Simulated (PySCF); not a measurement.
C₄H₉O₂ (SMILES CO[CH]C(C)O), doublet, geometry from GFN2-xTB; PySCF with PBE0/STO-3G.

The PySCF input:
```python
from pyscf import gto, scf, dft

mol = gto.Mole()
mol.atom = '''
    C     2.560771   -0.833823   -0.051875
    O     1.358743   -0.355855   -0.594208
    C     0.304581   -0.283187    0.272123
    C    -0.918376    0.407503   -0.205623
    C    -2.157575   -0.490249   -0.068609
    O    -1.082284    1.596949    0.564564
    H     2.452626   -1.865111    0.303523
    H     2.895492   -0.207511    0.782350
    H     3.299187   -0.801871   -0.851401
    H     0.494071   -0.371881    1.328929
    H    -0.771882    0.666322   -1.265817
    H    -3.043779    0.023694   -0.438265
    H    -2.308602   -0.747500    0.976974
    H    -2.018850   -1.402482   -0.641181
    H    -1.946344    1.976120    0.365941
'''
mol.basis = 'sto-3g'
mol.charge = 0
mol.spin = 1
mol.verbose = 4
mol.build()

mf = dft.UKS(mol)
mf.xc = 'pbe0'
mf.init_guess = 'mod_huckel'
mf.kernel()
```

Problem. Write the output that PySCF gives for this input, abridged.

Solution. 
```
PySCF version 2.14.0

[INPUT] verbose = 4
[INPUT] num. atoms = 15
[INPUT] num. electrons = 49
[INPUT] charge = 0
[INPUT] spin (= nelec alpha-beta = 2S) = 1
[INPUT] symmetry False subgroup None
[INPUT] Mole.unit = angstrom
[INPUT] Symbol           X                Y                Z      unit          X                Y                Z       unit  Magmom
[...]
nuclear repulsion = 247.023236644107
number of shells = 27
number of NR pGTOs = 117
number of NR cGTOs = 39
basis = sto-3g
ecp = {}

******** <class 'pyscf.dft.uks.UKS'> ********
method = UKS
initial guess = mod_huckel
damping factor = 0
level_shift factor = 0
DIIS = <class 'pyscf.scf.diis.CDIIS'>
diis_start_cycle = 1
diis_space = 8
diis_damp = 0
SCF conv_tol = 1e-09
SCF conv_tol_grad = None
SCF max_cycles = 50
direct_scf = True
direct_scf_tol = 1e-13
number electrons alpha = 25  beta = 24
XC library pyscf.dft.libxc version 7.1.2
    S. Lehtola, C. Steigemann, M. J. T. Oliveira, and M. A. L. Marques,  SoftwareX 7, 1–5 (2018)
XC functionals = pbe0
    C. Adamo and V. Barone,  J. Chem. Phys. 110, 6158 (1999)
    M. Ernzerhof and G. E. Scuseria,  J. Chem. Phys. 110, 5029 (1999)
radial grids:
    Treutler-Ahlrichs [JCP 102, 346 (1995); DOI:10.1063/1.469408] (M4) radial grids

becke partition: Becke, JCP 88, 2547 (1988); DOI:10.1063/1.454033
pruning grids: <function nwchem_prune>
grids dens level: 3
symmetrized grids: False
atomic radii adjust function: <function treutler_atomic_radii_adjust>
small_rho_cutoff = 0
Set gradient conv threshold to 3.16228e-05
Initial guess from on-the-fly Huckel, doi:10.1021/acs.jctc.8b01089,
employing the updated GWH rule from doi:10.1021/ja00480a005.
Spherically averaged atomic HF for {'O', 'H', 'C'}

******** <class 'pyscf.scf.atom_hf.AtomSphAverageRHF'> ********
method = AtomSphAverageRHF
initial guess = minao
damping factor = 0
level_shift factor = 0
DIIS = <class 'pyscf.scf.diis.CDIIS'>
diis_start_cycle = 1
diis_space = 8
diis_damp = 0
SCF conv_tol = 1e-09
SCF conv_tol_grad = None
SCF max_cycles = 50
direct_scf = True
direct_scf_tol = 1e-13
atom = C
Set gradient conv threshold to 3.16228e-05
Initial guess from minao.
init E= -36.7517431777338
cycle= 1 E= -36.7619269638614  delta_E= -0.0102  |g|=    0  |ddm|= 0.0245
cycle= 2 E= -36.7619269638615  delta_E= -2.13e-14  |g|=    0  |ddm|= 1.91e-15
Extra cycle  E= -36.7619269638615  delta_E=    0  |g|=    0  |ddm|=    0
Atomic HF for atom  C  converged. SCF energy = -36.7619269638615

******** <class 'pyscf.scf.atom_hf.AtomSphAverageRHF'> ********
method = AtomSphAverageRHF
initial guess = minao
damping factor = 0
level_shift factor = 0
DIIS = <class 'pyscf.scf.diis.CDIIS'>
diis_start_cycle = 1
diis_space = 8
diis_damp = 0
SCF conv_tol = 1e-09
SCF conv_tol_grad = None
SCF max_cycles = 50
direct_scf = True
direct_scf_tol = 1e-13
atom = O
Set gradient conv threshold to 3.16228e-05
Initial guess from minao.
init E= -73.1764948007123
cycle= 1 E= -73.2331923193787  delta_E= -0.0567  |g|=    0  |ddm|= 0.0752
cycle= 2 E= -73.2331923193787  delta_E=    0  |g|=    0  |ddm|= 9.02e-16
Extra cycle  E= -73.2331923193787  delta_E=    0  |g|=    0  |ddm|=    0
Atomic HF for atom  O  converged. SCF energy = -73.2331923193787

******** 1 electron system ********
Atomic HF for atom  H  converged. SCF energy = -0.466581849557275

tot grids = 172912
init E= -289.993987899414
cycle= 1 E= -302.564785944646  delta_E= -12.6  |g|= 1.31  |ddm|= 10.5
cycle= 2 E= -302.340663110979  delta_E= 0.224  |g|= 1.61  |ddm|= 3.83
cycle= 3 E= -303.850701627155  delta_E= -1.51  |g|= 0.292  |ddm|= 2.27
cycle= 4 E= -303.899440088909  delta_E= -0.0487  |g|= 0.0922  |ddm|= 0.489
cycle= 5 E= -303.904620947587  delta_E= -0.00518  |g|= 0.0126  |ddm|= 0.125
cycle= 6 E= -303.904729469643  delta_E= -0.000109  |g|= 0.00372  |ddm|= 0.0208
cycle= 7 E= -303.904744088549  delta_E= -1.46e-05  |g|= 0.00145  |ddm|= 0.00865
cycle= 8 E= -303.904745938981  delta_E= -1.85e-06  |g|= 0.000527  |ddm|= 0.00303
cycle= 9 E= -303.904746212997  delta_E= -2.74e-07  |g|= 9.32e-05  |ddm|= 0.00127
cycle= 10 E= -303.904746221296  delta_E= -8.3e-09  |g|= 3.83e-05  |ddm|= 0.000231
cycle= 11 E= -303.904746222545  delta_E= -1.25e-09  |g|= 1.35e-05  |ddm|= 7.49e-05
cycle= 12 E= -303.904746222782  delta_E= -2.38e-10  |g|= 3.82e-06  |ddm|= 3.98e-05
Extra cycle  E= -303.904746222791  delta_E= -8.75e-12  |g|= 3.15e-06  |ddm|= 9.47e-06
converged SCF energy = -303.904746222791  <S^2> = 0.7527172  2S+1 = 2.0027154
```
